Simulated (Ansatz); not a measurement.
Cost and result for the atomization energy of `[CH3][GaH-]([CH3])[PH3+]` (14 atoms, 13 bonds).

```xyz
14

C    -0.2809   -1.4547   -1.3782
Ga    0.7603   -0.0979   -0.3611
C     1.2308   -0.4677    1.5365
P    -1.1201    1.6328    0.0282
H    -1.0816   -1.8917   -0.7767
H     0.3875   -2.2696   -1.6719
H    -0.7158   -1.0466   -2.2933
H     1.6652    0.9212   -1.1758
H     2.0665   -1.1733    1.5652
H     1.5469    0.4309    2.0708
H     0.4013   -0.9239    2.0824
H    -0.8175    2.8282    0.7146
H    -2.2876    1.2975    0.7488
H    -1.7549    2.2150   -1.0897
```

Charge 0, multiplicity 1. Correlated methods include outer-core shells of Ga, which these sets cover unevenly. Scalar relativity is left out up to krypton. The geometry is a stationary point of PBE0-D4/def2-TZVP. It is one conformer, not always the lowest. Program: Ansatz. All runs use 4 threads of an Arm Neoverse V1 on a shared host. Times are those of one run each, without the atoms' runs, and a repeat can differ threefold. Electronic energies, without spin–orbit coupling; frozen cores. CCSD(T)/CBS adds CCSD(T) − MP2 in def2-TZVPP to the MP2 limit, and its time is that of the two runs behind it. T1 = 0.012. With those shells the extrapolation isn't a true limit. HSE06 is the plane-wave form, built on full-range PBE exchange.

CCSD(T)/CBS is a level of theory with its own doubt, some kJ/mol a heavy atom from the limit and from the frozen cores, so smaller differences don't rank the functionals.

```json
{"level": "LDA (SPW92)/def2-TZVPP", "functions": "292", "wall time": "1.8 s", "atomization (kJ/mol)": "4956.9", "difference from CCSD(T)/CBS": "525.5", "per bond": "40.4"}
{"level": "BLYP-D4/def2-TZVPP", "functions": "292", "wall time": "2.9 s", "atomization (kJ/mol)": "4385.0", "difference from CCSD(T)/CBS": "-46.4", "per bond": "-3.6"}
{"level": "BHLYP-D4/def2-TZVPP", "functions": "292", "wall time": "4.7 s", "atomization (kJ/mol)": "4357.7", "difference from CCSD(T)/CBS": "-73.7", "per bond": "-5.7"}
{"level": "HSE06-D4/def2-TZVPP", "functions": "292", "wall time": "4.9 s", "atomization (kJ/mol)": "4407.7", "difference from CCSD(T)/CBS": "-23.7", "per bond": "-1.8"}
{"level": "CAM-B3LYP-D4/def2-TZVPP", "functions": "292", "wall time": "5.5 s", "atomization (kJ/mol)": "4442.6", "difference from CCSD(T)/CBS": "11.2", "per bond": "0.9"}
{"level": "r2SCAN-D4/def2-TZVPP (with forces)", "functions": "292", "wall time": "7 s", "atomization (kJ/mol)": "4427.0", "difference from CCSD(T)/CBS": "-4.4", "per bond": "-0.3"}
{"level": "PBE-QIDH/def2-TZVPP", "functions": "292", "wall time": "8 s", "atomization (kJ/mol)": "4388.7", "difference from CCSD(T)/CBS": "-42.7", "per bond": "-3.3"}
{"level": "ωB97X-V/def2-TZVPP", "functions": "292", "wall time": "12 s", "atomization (kJ/mol)": "4446.5", "difference from CCSD(T)/CBS": "15.1", "per bond": "1.2"}
{"level": "CCSD(T)/def2-SVP", "functions": "128", "wall time": "12 s", "atomization (kJ/mol)": "4187.8", "difference from CCSD(T)/CBS": "-243.6", "per bond": "-18.7"}
{"level": "ωB97M-V/def2-TZVPP (with forces)", "functions": "292", "wall time": "16 s", "atomization (kJ/mol)": "4432.3", "difference from CCSD(T)/CBS": "0.9", "per bond": "0.1"}
{"level": "MP2/def2-QZVPP", "functions": "573", "wall time": "36 s", "atomization (kJ/mol)": "4370.3", "difference from CCSD(T)/CBS": "-61.1", "per bond": "-4.7"}
{"level": "CCSD(T)/def2-TZVPP", "functions": "292", "wall time": "5.6 min", "atomization (kJ/mol)": "4344.3", "difference from CCSD(T)/CBS": "-87.1", "per bond": "-6.7"}
{"level": "CCSD(T)/CBS(def2)", "functions": "–", "wall time": "6.2 min", "atomization (kJ/mol)": "4431.4", "difference from CCSD(T)/CBS": "0.0", "per bond": "0.0"}
```

From r2SCAN to r2SCAN0 (25 % exact exchange), in def2-TZVPP and without D4, the atomization energy moves by −31.7 kJ/mol: exact exchange takes away binding that semilocal exchange gives to molecules. Leaving LDA and LC-ωPBE aside and taking each functional with its dispersion term where it has one, the values, not all of them listed here, spread over 89.6 kJ/mol, from revPBE-D4 to ωB97X-V. LDA lies +552.6 kJ/mol from PBE without D4, its usual overbinding. The D4 term adds +46.7 kJ/mol with B3LYP and +25.1 kJ/mol with PBE0; it sums over pairs of atoms, weighted by their polarisabilities, and B3LYP, whose exchange is more repulsive, gets the larger term.

B3LYP here is the variant with VWN-RPA as its local correlation; programs differ in this.
